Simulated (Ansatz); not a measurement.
Molecular dynamics of F$_{3}$H$_{5}$OSi$_{2}$

Input file:

```yaml
crystal:
  periodic: [false, false, false]
  atoms:
    - { symbol: Si, position_ang: [-0.43812, -1.044109, -0.163082] }
    - { symbol: Si, position_ang: [0.008212, 1.562837, -0.19275] }
    - { symbol: F, position_ang: [-0.175401, -1.841601, -1.535036] }
    - { symbol: F, position_ang: [-0.951467, -1.957013, 1.078617] }
    - { symbol: F, position_ang: [-1.875709, -0.32551, -0.503145] }
    - { symbol: H, position_ang: [0.902356, 0.074005, 0.372421] }
    - { symbol: O, position_ang: [1.313843, -1.14042, 0.430727] }
    - { symbol: H, position_ang: [1.27841, 2.326397, 0.084384] }
    - { symbol: H, position_ang: [-0.336649, 1.770872, -1.632614] }
    - { symbol: H, position_ang: [-1.058054, 2.083928, 0.715395] }
    - { symbol: H, position_ang: [1.33258, -1.509389, 1.344983] }
basis:
  gaussian: { orbitals: "6-31G*" }
hamiltonian:
  xc: pbe
md:
  timestep: 0.5
  n_steps: 200
  ensemble: nve
  temperature: 100.0
  initial_velocities: maxwell_boltzmann
  seed: 7808
```

Run as:

```bash
$ ansatz run input.yaml --threads 2 --pin off --max-ram 3072MiB --backend cpu --events-out ev --progress --plain --runs-dir out
```

It starts at the highest image of a converged band. Of that band: Neighbouring images differ by up to 1.6 eV, so the band resolves the path poorly. A vibrational analysis at the climbing image gives one clearly imaginary mode, 1155i cm⁻¹: a first-order saddle point.

Output, in part (one step line in 3, the closing report, with atoms numbered from 0):

```
md step     0: t =     0.00 fs  T =   100.0 K  F+E_penalty+E_count = -26018.10648288 eV  E_kin = 0.116334 eV  conserved = -26017.99014888 eV  (29 SCF iters)
md step     3: t =     1.50 fs  T =    95.1 K  F+E_penalty+E_count = -26018.10072588 eV  E_kin = 0.110619 eV  conserved = -26017.99010672 eV  (31 SCF iters)
md step     6: t =     3.00 fs  T =    84.7 K  F+E_penalty+E_count = -26018.08860601 eV  E_kin = 0.098571 eV  conserved = -26017.99003549 eV  (32 SCF iters)
md step     9: t =     4.50 fs  T =    77.0 K  F+E_penalty+E_count = -26018.07955171 eV  E_kin = 0.089543 eV  conserved = -26017.99000915 eV  (31 SCF iters)
md step    12: t =     6.00 fs  T =    75.2 K  F+E_penalty+E_count = -26018.07753679 eV  E_kin = 0.087510 eV  conserved = -26017.99002630 eV  (31 SCF iters)
md step    15: t =     7.50 fs  T =    78.1 K  F+E_penalty+E_count = -26018.08089085 eV  E_kin = 0.090856 eV  conserved = -26017.99003526 eV  (31 SCF iters)
md step    18: t =     9.00 fs  T =    85.2 K  F+E_penalty+E_count = -26018.08914058 eV  E_kin = 0.099151 eV  conserved = -26017.98999000 eV  (29 SCF iters)
md step    21: t =    10.50 fs  T =   102.3 K  F+E_penalty+E_count = -26018.10893468 eV  E_kin = 0.119019 eV  conserved = -26017.98991552 eV  (31 SCF iters)
md step    24: t =    12.00 fs  T =   138.0 K  F+E_penalty+E_count = -26018.15040390 eV  E_kin = 0.160485 eV  conserved = -26017.98991895 eV  (30 SCF iters)
md step    27: t =    13.50 fs  T =   192.5 K  F+E_penalty+E_count = -26018.21394506 eV  E_kin = 0.223905 eV  conserved = -26017.99004052 eV  (29 SCF iters)
md step    30: t =    15.00 fs  T =   254.7 K  F+E_penalty+E_count = -26018.28647455 eV  E_kin = 0.296355 eV  conserved = -26017.99011967 eV  (29 SCF iters)
md step    33: t =    16.50 fs  T =   318.6 K  F+E_penalty+E_count = -26018.36063151 eV  E_kin = 0.370587 eV  conserved = -26017.99004420 eV  (29 SCF iters)
md step    36: t =    18.00 fs  T =   389.9 K  F+E_penalty+E_count = -26018.44372773 eV  E_kin = 0.453612 eV  conserved = -26017.99011606 eV  (29 SCF iters)
md step    39: t =    19.50 fs  T =   462.7 K  F+E_penalty+E_count = -26018.52851189 eV  E_kin = 0.538280 eV  conserved = -26017.99023157 eV  (29 SCF iters)
md step    42: t =    21.00 fs  T =   529.5 K  F+E_penalty+E_count = -26018.60608317 eV  E_kin = 0.615951 eV  conserved = -26017.99013240 eV  (29 SCF iters)
md step    45: t =    22.50 fs  T =   601.4 K  F+E_penalty+E_count = -26018.68976395 eV  E_kin = 0.699616 eV  conserved = -26017.99014826 eV  (28 SCF iters)
md step    48: t =    24.00 fs  T =   676.6 K  F+E_penalty+E_count = -26018.77739284 eV  E_kin = 0.787060 eV  conserved = -26017.99033315 eV  (28 SCF iters)
md step    51: t =    25.50 fs  T =   736.7 K  F+E_penalty+E_count = -26018.84719208 eV  E_kin = 0.857001 eV  conserved = -26017.99019060 eV  (28 SCF iters)
md step    54: t =    27.00 fs  T =   792.4 K  F+E_penalty+E_count = -26018.91191234 eV  E_kin = 0.921869 eV  conserved = -26017.99004312 eV  (28 SCF iters)
md step    57: t =    28.50 fs  T =   854.7 K  F+E_penalty+E_count = -26018.98463974 eV  E_kin = 0.994332 eV  conserved = -26017.99030799 eV  (28 SCF iters)
md step    60: t =    30.00 fs  T =   902.8 K  F+E_penalty+E_count = -26019.04049954 eV  E_kin = 1.050252 eV  conserved = -26017.99024713 eV  (28 SCF iters)
md step    63: t =    31.50 fs  T =   941.7 K  F+E_penalty+E_count = -26019.08563994 eV  E_kin = 1.095485 eV  conserved = -26017.99015478 eV  (28 SCF iters)
md step    66: t =    33.00 fs  T =   979.4 K  F+E_penalty+E_count = -26019.12971716 eV  E_kin = 1.139378 eV  conserved = -26017.99033951 eV  (28 SCF iters)
md step    69: t =    34.50 fs  T =   999.2 K  F+E_penalty+E_count = -26019.15262857 eV  E_kin = 1.162352 eV  conserved = -26017.99027688 eV  (29 SCF iters)
md step    72: t =    36.00 fs  T =  1005.8 K  F+E_penalty+E_count = -26019.16021348 eV  E_kin = 1.170064 eV  conserved = -26017.99014966 eV  (28 SCF iters)
md step    75: t =    37.50 fs  T =  1008.1 K  F+E_penalty+E_count = -26019.16318706 eV  E_kin = 1.172788 eV  conserved = -26017.99039944 eV  (29 SCF iters)
md step    78: t =    39.00 fs  T =   987.0 K  F+E_penalty+E_count = -26019.13846246 eV  E_kin = 1.148224 eV  conserved = -26017.99023843 eV  (28 SCF iters)
md step    81: t =    40.50 fs  T =   957.3 K  F+E_penalty+E_count = -26019.10374986 eV  E_kin = 1.113714 eV  conserved = -26017.99003628 eV  (30 SCF iters)
md step    84: t =    42.00 fs  T =   939.6 K  F+E_penalty+E_count = -26019.08323654 eV  E_kin = 1.093058 eV  conserved = -26017.99017896 eV  (29 SCF iters)
md step    87: t =    43.50 fs  T =   922.6 K  F+E_penalty+E_count = -26019.06346335 eV  E_kin = 1.073324 eV  conserved = -26017.99013901 eV  (28 SCF iters)
md step    90: t =    45.00 fs  T =   910.0 K  F+E_penalty+E_count = -26019.04870223 eV  E_kin = 1.058686 eV  conserved = -26017.99001623 eV  (29 SCF iters)
md step    93: t =    46.50 fs  T =   910.4 K  F+E_penalty+E_count = -26019.04926711 eV  E_kin = 1.059059 eV  conserved = -26017.99020771 eV  (29 SCF iters)
md step    96: t =    48.00 fs  T =   909.2 K  F+E_penalty+E_count = -26019.04772926 eV  E_kin = 1.057682 eV  conserved = -26017.99004691 eV  (29 SCF iters)
md step    99: t =    49.50 fs  T =   920.6 K  F+E_penalty+E_count = -26019.06090381 eV  E_kin = 1.070969 eV  conserved = -26017.98993512 eV  (27 SCF iters)
md step   102: t =    51.00 fs  T =   954.9 K  F+E_penalty+E_count = -26019.10106791 eV  E_kin = 1.110891 eV  conserved = -26017.99017730 eV  (28 SCF iters)
md step   105: t =    52.50 fs  T =   989.5 K  F+E_penalty+E_count = -26019.14130971 eV  E_kin = 1.151099 eV  conserved = -26017.99021029 eV  (27 SCF iters)
md step   108: t =    54.00 fs  T =  1019.2 K  F+E_penalty+E_count = -26019.17573960 eV  E_kin = 1.185618 eV  conserved = -26017.99012137 eV  (27 SCF iters)
md step   111: t =    55.50 fs  T =  1049.7 K  F+E_penalty+E_count = -26019.21139436 eV  E_kin = 1.221115 eV  conserved = -26017.99027907 eV  (26 SCF iters)
md step   114: t =    57.00 fs  T =  1069.0 K  F+E_penalty+E_count = -26019.23385871 eV  E_kin = 1.243660 eV  conserved = -26017.99019896 eV  (27 SCF iters)
md step   117: t =    58.50 fs  T =  1084.0 K  F+E_penalty+E_count = -26019.25120387 eV  E_kin = 1.261036 eV  conserved = -26017.99016805 eV  (27 SCF iters)
md step   120: t =    60.00 fs  T =  1097.2 K  F+E_penalty+E_count = -26019.26671094 eV  E_kin = 1.276361 eV  conserved = -26017.99035036 eV  (26 SCF iters)
md step   123: t =    61.50 fs  T =  1092.0 K  F+E_penalty+E_count = -26019.26069543 eV  E_kin = 1.270407 eV  conserved = -26017.99028880 eV  (26 SCF iters)
md step   126: t =    63.00 fs  T =  1074.6 K  F+E_penalty+E_count = -26019.24020835 eV  E_kin = 1.250111 eV  conserved = -26017.99009734 eV  (27 SCF iters)
md step   129: t =    64.50 fs  T =  1062.0 K  F+E_penalty+E_count = -26019.22561719 eV  E_kin = 1.235418 eV  conserved = -26017.99019893 eV  (27 SCF iters)
md step   132: t =    66.00 fs  T =  1047.2 K  F+E_penalty+E_count = -26019.20847368 eV  E_kin = 1.218290 eV  conserved = -26017.99018322 eV  (27 SCF iters)
md step   135: t =    67.50 fs  T =  1031.4 K  F+E_penalty+E_count = -26019.19000589 eV  E_kin = 1.199863 eV  conserved = -26017.99014288 eV  (27 SCF iters)
md step   138: t =    69.00 fs  T =  1018.4 K  F+E_penalty+E_count = -26019.17500217 eV  E_kin = 1.184756 eV  conserved = -26017.99024597 eV  (27 SCF iters)
md step   141: t =    70.50 fs  T =   999.7 K  F+E_penalty+E_count = -26019.15316181 eV  E_kin = 1.162966 eV  conserved = -26017.99019561 eV  (30 SCF iters)
md step   144: t =    72.00 fs  T =   979.9 K  F+E_penalty+E_count = -26019.12996691 eV  E_kin = 1.139903 eV  conserved = -26017.99006381 eV  (29 SCF iters)
md step   147: t =    73.50 fs  T =   969.1 K  F+E_penalty+E_count = -26019.11759170 eV  E_kin = 1.127407 eV  conserved = -26017.99018425 eV  (29 SCF iters)
md step   150: t =    75.00 fs  T =   956.7 K  F+E_penalty+E_count = -26019.10322670 eV  E_kin = 1.113011 eV  conserved = -26017.99021559 eV  (29 SCF iters)
md step   153: t =    76.50 fs  T =   940.0 K  F+E_penalty+E_count = -26019.08364033 eV  E_kin = 1.093514 eV  conserved = -26017.99012633 eV  (28 SCF iters)
md step   156: t =    78.00 fs  T =   928.5 K  F+E_penalty+E_count = -26019.07032093 eV  E_kin = 1.080195 eV  conserved = -26017.99012636 eV  (29 SCF iters)
md step   159: t =    79.50 fs  T =   924.0 K  F+E_penalty+E_count = -26019.06505649 eV  E_kin = 1.074942 eV  conserved = -26017.99011487 eV  (29 SCF iters)
md step   162: t =    81.00 fs  T =   927.3 K  F+E_penalty+E_count = -26019.06883509 eV  E_kin = 1.078779 eV  conserved = -26017.99005599 eV  (29 SCF iters)
md step   165: t =    82.50 fs  T =   940.9 K  F+E_penalty+E_count = -26019.08469215 eV  E_kin = 1.094532 eV  conserved = -26017.99016065 eV  (28 SCF iters)
md step   168: t =    84.00 fs  T =   953.7 K  F+E_penalty+E_count = -26019.09974762 eV  E_kin = 1.109531 eV  conserved = -26017.99021707 eV  (28 SCF iters)
md step   171: t =    85.50 fs  T =   961.7 K  F+E_penalty+E_count = -26019.10884394 eV  E_kin = 1.118732 eV  conserved = -26017.99011170 eV  (28 SCF iters)
md step   174: t =    87.00 fs  T =   976.7 K  F+E_penalty+E_count = -26019.12630717 eV  E_kin = 1.136228 eV  conserved = -26017.99007885 eV  (28 SCF iters)
md step   177: t =    88.50 fs  T =  1003.4 K  F+E_penalty+E_count = -26019.15748777 eV  E_kin = 1.167332 eV  conserved = -26017.99015613 eV  (28 SCF iters)
md step   180: t =    90.00 fs  T =  1033.4 K  F+E_penalty+E_count = -26019.19237025 eV  E_kin = 1.202184 eV  conserved = -26017.99018664 eV  (29 SCF iters)
md step   183: t =    91.50 fs  T =  1059.8 K  F+E_penalty+E_count = -26019.22317579 eV  E_kin = 1.232964 eV  conserved = -26017.99021167 eV  (29 SCF iters)
md step   186: t =    93.00 fs  T =  1078.0 K  F+E_penalty+E_count = -26019.24435524 eV  E_kin = 1.254110 eV  conserved = -26017.99024554 eV  (28 SCF iters)
md step   189: t =    94.50 fs  T =  1085.3 K  F+E_penalty+E_count = -26019.25283749 eV  E_kin = 1.262629 eV  conserved = -26017.99020813 eV  (28 SCF iters)
md step   192: t =    96.00 fs  T =  1086.3 K  F+E_penalty+E_count = -26019.25397663 eV  E_kin = 1.263756 eV  conserved = -26017.99022014 eV  (28 SCF iters)
md step   195: t =    97.50 fs  T =  1079.2 K  F+E_penalty+E_count = -26019.24587289 eV  E_kin = 1.255526 eV  conserved = -26017.99034737 eV  (28 SCF iters)
md step   198: t =    99.00 fs  T =  1051.2 K  F+E_penalty+E_count = -26019.21325132 eV  E_kin = 1.222919 eV  conserved = -26017.99033250 eV  (28 SCF iters)
md step   200: t =   100.00 fs  T =  1020.5 K  F+E_penalty+E_count = -26019.17737061 eV  E_kin = 1.187151 eV  conserved = -26017.99021959 eV  (29 SCF iters)
Total energy: -26019.17741335 eV, -956.1871335087 hartree
Atom 0 at    -1.017284    -0.673124    -0.396621 Å, force     1.298886     0.410849     0.800153 eV/Å
Atom 1 at     0.060084     1.448561    -0.150699 Å, force     0.343965    -0.898167    -0.353523 eV/Å
Atom 2 at    -0.195121    -1.514541    -1.514185 Å, force     0.064109     0.054558     0.298359 eV/Å
Atom 3 at    -0.768060    -1.354917     1.076420 Å, force    -0.056347     0.194380    -0.857647 eV/Å
Atom 4 at    -2.535821    -0.916160    -0.761427 Å, force    -1.105600     0.051919    -0.186522 eV/Å
Atom 5 at     3.255503    -2.112985     0.466235 Å, force     0.351239    -0.094110    -0.145182 eV/Å
Atom 6 at     2.563433    -1.777063     1.057021 Å, force     0.103675     0.181288     0.256998 eV/Å
Atom 7 at     1.393681     0.759158     0.049636 Å, force    -0.017646     0.317140     0.021264 eV/Å
Atom 8 at     0.189553     2.382775    -1.333253 Å, force    -0.246957    -0.238107     0.173991 eV/Å
Atom 9 at    -0.281758     2.147179     1.111836 Å, force    -0.212911     0.109982     0.122829 eV/Å
Atom 10 at     1.776045    -1.857985     0.501215 Å, force    -0.522413    -0.089731    -0.130719 eV/Å
Dipole moment:     0.009545     0.310513    -0.393749 e Å
```

All steps were run. The conserved energy stayed within 0.023 meV per atom of its start (net change -0.0065 meV per atom), so the integration is sound. The system heated up, since it started high on the potential surface and ran downhill. A run of 0.1 ps of so small a system gives no equilibrium averages. The orbitals stay closed-shell, which can raise the energy where a bond breaks towards radicals; this wasn't checked here.

The step under study would form Si1–O7, Si2–H6 and break Si1–Si2, H6–O7. These pairs go: Si1–O7 1.85 → 4.02 Å, Si2–H6 1.83 → 4.82 Å, Si1–Si2 2.64 → 2.39 Å, H6–O7 1.28 → 0.97 Å. In the last frame they stand as before the step (other bonds may differ from the relaxed reactants and products). It ends as F3H3Si2 + H2O. Pairs count as bonded within 1.25 times the sum of covalent radii (0.12 Å more for H–H).

Last frame:

```xyz
11
Properties=species:S:1:pos:R:3
Si -1.017 -0.673 -0.397
Si 0.060 1.449 -0.151
F -0.195 -1.514 -1.514
F -0.768 -1.355 1.076
F -2.536 -0.916 -0.761
H 3.256 -2.113 0.466
O 2.563 -1.777 1.057
H 1.394 0.759 0.050
H 0.190 2.383 -1.333
H -0.282 2.147 1.112
H 1.776 -1.858 0.501
```

The run took 6.6 min on 2 threads of Arm Neoverse V2, with other jobs on the host, peak memory 0.16 GiB.
